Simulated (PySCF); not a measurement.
Computed shifts of a molecule ClGeH6NSi, PBE/pcSseg-1 in PySCF, GIAO, gas phase, atoms alike by connectivity averaged where their shifts nearly agree, in ppm (number of nuclei): ²⁹Si: -6.7 (1). ¹⁵N: 11.0 (1). ¹H: 6.19 (2), 5.28 (3), -0.48 (1). References: ²⁹Si against TMS (σ = 335.4 ppm); ³⁵Cl against HCl (σ = 936.5 ppm); ¹⁵N against NH3 (σ = 267.0 ppm); ⁷³Ge against GeH4 (σ = 1614.4 ppm); ¹H against TMS (σ = 31.49 ppm), references at their B3LYP-D3(BJ)/def2-TZVP geometries, non-relativistic (without spin–orbit terms, shifts of atoms bonded to Cl or Br come out too high). Geometry optimised at B3LYP-D3(BJ)/def2-SVP. The geometry has at least one imaginary mode, so it is a saddle point at that level. One conformer was computed; it need not be the lowest.

Q: Pick the molecule that these values belong to.
A. [NH2][Ge@@H]([SiH3])[Cl]
B. N[SiH2][GeH2][Cl]
C. Cl[SiH2][NH][GeH3]
D. [SiH3][NH][GeH2][Cl]

A: C, Cl[SiH2][NH][GeH3]
